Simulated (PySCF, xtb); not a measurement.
FOS, SMILES O=[S]F, multiplicity 2.

Harmonic wavenumbers (cm⁻¹) from GFN2-xTB in xtb at its own minimum, in rising order: 351, 641, 1211.

Problem. What does B3LYP-D3(BJ)/def2-TZVP (PySCF) give at its own minimum? (An estimate is asked for; the answer gives what the named calculation found.)

Solution. 392, 743, 1221. Paired by order, the mean absolute difference is 51 cm⁻¹ and the zero-point energies are 3.1 and 3.4 kcal/mol.
